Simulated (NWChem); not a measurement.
Molecule: CAlClF$_{4}$; SMILES [F][Al]([Cl])[C](F)(F)F

```xyz
7

Al     0.5050    -0.6144     0.0151
C     -0.2160     1.2590    -0.0340
F     -1.2445     1.3830    -0.8880
F      0.7047     2.1637    -0.3926
F     -0.6708     1.6212     1.1813
Cl    -0.7764    -2.2449     0.0553
F      2.1408    -0.8421     0.0501
```
Atoms are numbered in this order, from 1.

Computed with NWChem. Pople sets run with spherical d functions. All runs use the structure optimised with PBE0/def2-SVP. Atomic charges in e: unrestrained fits to the electrostatic potential beside Mulliken populations; buried atoms are poorly determined by the fit.

For level Hartree-Fock/6-31G*:

| Property | Result |
|---|---|
| ESP Al1 | 1.01 |
| Mulliken Al1 | 1.09 |
| Mulliken C2 | 1.03 |
| Mulliken F3 | -0.41 |
| Mulliken F4 | -0.41 |
| Mulliken F5 | -0.42 |

Q: Estimate the same quantities for level B3LYP/def2-SVP.

A: 
| Quantity | Value |
|---|---|
| ESP Al1 | 0.80 |
| Mulliken Al1 | 0.83 |
| Mulliken C2 | 0.32 |
| Mulliken F3 | -0.18 |
| Mulliken F4 | -0.18 |
| Mulliken F5 | -0.19 |
